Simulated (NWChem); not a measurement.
Species: CH3BeCl; SMILES [CH3][Be][Cl]

```xyz
6

Be     0.0000     0.0000     0.4935
Cl     0.0000     0.0000    -1.3198
C      0.0000     0.0000     2.1711
H     -0.8902    -0.4952     2.5816
H      0.0162     1.0185     2.5816
H      0.8739    -0.5233     2.5816
```
Atoms are numbered in this order, from 1.

Results from NWChem. Pople sets run with spherical d functions. STO-3G and 3-21G are far too small for this property and stand as cheap habits. All runs use the structure optimised with B3LYP/6-31G* (spherical d). GIAO values for the isolated, static molecule; σ is the absolute isotropic shielding, δ = σ(reference) − σ with the isolated reference molecule computed at the same levels (13C: tetramethylsilane, 1H: tetramethylsilane).

```csv
level,σ Be1 (ppm),σ Cl2 (ppm),δ C3 (ppm),δ H4 (ppm)
B3LYP/6-31G*,95.6,943.4,-13.4,-0.52
Hartree-Fock/6-31G*,100.0,994.6,-11.5,-0.45
PBE0/pcSseg-2,86.0,928.5,-17.7,-0.55
B3LYP/6-311G**,86.5,912.1,-17.5,-0.50
Hartree-Fock/STO-3G,97.7,1166.1,-7.2,0.39
```
